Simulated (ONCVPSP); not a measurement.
## Se, ONCV: configuration errors across variants

ONCVPSP 4.0.1 input, shortened (lines: element, Z, core and valence counts, functional; n l f; lmax; l rc ep ncon nbas qcut; lloc lpopt rc5 dvloc0; l nproj debl; icmod fcfact rcfact), LDA (Perdew-Zunger), fully relativistic:

```
  Se 34.00    5    3        3      upf
    1    0    2.00
    2    0    2.00
    2    1    6.00
    3    0    2.00
    3    1    6.00
    3    2   10.00
    4    0    1.75
    4    1    4.25
    2
    0    1.50    0.00    4    8    3.80
    1    1.60    0.00    4    9    4.70
    2    0.65    0.00    4    8   26.30
    4    5    0.40    1.00
    0    2    2.60
    1    2    0.50
    2    2    1.20
    3    1.50    1.30
```

Open shells are filled in proportion to 2j + 1.

In the d channel the program set the typed energies aside and used -1.963, 0.250 Ha (j = l + 1/2; the other j can differ).

All-electron excitation energies from the reference (eV): (1) 3d10 4s2 4p4 -2.711; (2) 3d10 4s2 4p3 8.302; (3) 3d10 4s2 4p2 28.865; (4) 3d9 4s2 4p4 61.645.

A true bound ghost makes a file unfit for plane-wave use even where its test errors are small: the radial tests pick states by their node count and pass the ghost by.

Errors AE − PS in meV (a dash: test not solved or not reliable):

```csv
change,(1),(2),(3),(4),bound ghosts,GHOST(+) flags above zero
base,0.0,+0.1,+3.6,-601,"s, p3/2, p1/2",s
"core correction Teter function, fcfact 5.25, rcfact 1.5",-0.1,+0.1,+2.7,-669,"s, p3/2, p1/2",s
"local potential polynomial inside 0.40 bohr (lpopt 5, dvloc0 -1.5 Ha)",0.0,+0.1,+3.6,-601,"s, p3/2, p1/2",s
"core correction Teter function, fcfact 1.5, rcfact 1.5",-0.1,+0.1,+3.3,-615,"s, p3/2, p1/2",s
d: qcut 34.9,0.0,+0.1,+3.6,-604,"s, p3/2, p1/2","s, d5/2, d3/2"
"local potential polynomial inside 0.55 bohr (lpopt 5, dvloc0 6 Ha)",0.0,+0.1,+3.3,–,"s, p3/2, p1/2",none
d: qcut 21.9,0.0,+0.1,+3.6,-590,"s, p3/2, p1/2",s
"core correction Teter function, fcfact 2.3, rcfact 1.3",0.0,+0.1,+3.5,-615,"s, p3/2, p1/2",s
p: rc 1.96,+0.2,-0.5,-1.9,-566,"s, p3/2, p1/2",s
```

Problem. Give the same row for: all radii but the core radius scaled by about 1.31 (s 1.96, p 2.10, d 0.86 bohr); local potential polynomial inside 0.52 bohr (lpopt 5, dvloc0 1 Ha).

Solution. -0.7, -0.4, +1.6, -378; bound ghosts: s, p3/2, p1/2; GHOST(+) flags above zero: none.
